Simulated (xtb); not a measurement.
CaCl, SMILES [Cl][Ca+], charge +1. All values are semi-empirical tight-binding results from xtb (GFN2-xTB unless named), good for trends rather than for accurate numbers. The structure is a stationary point at GFN2-xTB. The spin state was assumed, not searched.

Optimised geometry:

```xyz
2

Ca     0.0000     0.0000    -1.0625
Cl     0.0000     0.0000     1.2500
```
Charge +1, spin multiplicity 1.

For metal compounds this method's bond lengths and energies can be far off.

Problem. Estimate the properties. (The exact figures need the calculation; the answer reports its results.)

Solution. 
```json
{
 "point_group_as_xtb_finds_it": "C∞v",
 "orbital_gap": "1.80 eV"
}
```

Problem. Give the atomic charges and the Wiberg bond orders between heavy atoms. (An estimate is asked for; the answer gives what the named calculation found.)

Solution. charges (e) Ca1 0.79, Cl2 0.21. Bond orders Ca1–Cl2 1.71.
